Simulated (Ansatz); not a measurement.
Gas-phase electronic energies from Ansatz, PBE0-D4/def2-TZVP geometries. CBS: MP2 limit from def2 TZ/QZ plus the TZ coupled-cluster correction, frozen cores. This one scheme is used for every species. Elements past krypton have def2 core potentials. For Nb outer-core shells are correlated without core-valence functions, which leaves a few kJ/mol of doubt a bond. One conformer a species, not always the lowest.

Reaction (ligand exchange at the Nb–Cl bond): `[O]=[Nb]([Cl])([Cl])[Cl]` + NH₃ → `[NH2][Nb](=[O])([Cl])[Cl]` + HCl

| species | CCSD(T)/CBS(def2) energy (Eh) |
| --- | --- |
| `[O]=[Nb]([Cl])([Cl])[Cl]` | -1511.67317 |
| NH₃ | -56.50880 |
| `[NH2][Nb](=[O])([Cl])[Cl]` | -1107.78178 |
| HCl | -460.38127 |

Work out ΔE.

ΔE = (-1107.78178) + (-460.38127) − (-1511.67317) − (-56.50880) = 0.01892 Eh = +49.7 kJ/mol.

Largest T1 diagnostic among the species: 0.021, so the coupled-cluster value is less sure than usual.

Leaving LDA and LC-ωPBE aside and taking each functional with its dispersion term where it has one, the values, not all of them listed here, spread over 13.1 kJ/mol, from CAM-B3LYP-D4 to B97M-V. LDA lies −6.6 kJ/mol from PBE without D4. At CCSD(T), def2-SVP lies −10.9 kJ/mol from the extrapolated value and def2-TZVPP −1.9 kJ/mol.
